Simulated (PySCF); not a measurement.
Al(F)(OH)(SiH3) (AlFH₄OSi), SMILES [Al]([SiH3])([OH])[F]. Geometry: PBE0-D3(BJ)/def2-SVP. Other conformers were not sampled.

Computed equilibrium geometry at PBE0-D3(BJ)/def2-SVP (PySCF confirms it by a frequency run) as Cartesian coordinates in Å (one conformer of several):
```xyz
8

Al    -0.4339     0.2256    -0.2521
F     -1.7221    -0.7011    -0.7689
O     -0.4779     1.8974    -0.5184
H     -1.1768     2.3961    -0.9453
Si     1.4653    -0.7948     0.8570
H      2.4750     0.2374     1.2439
H      2.1250    -1.7914    -0.0446
H      1.0256    -1.5177     2.0920
```
Charge 0, spin multiplicity 1.
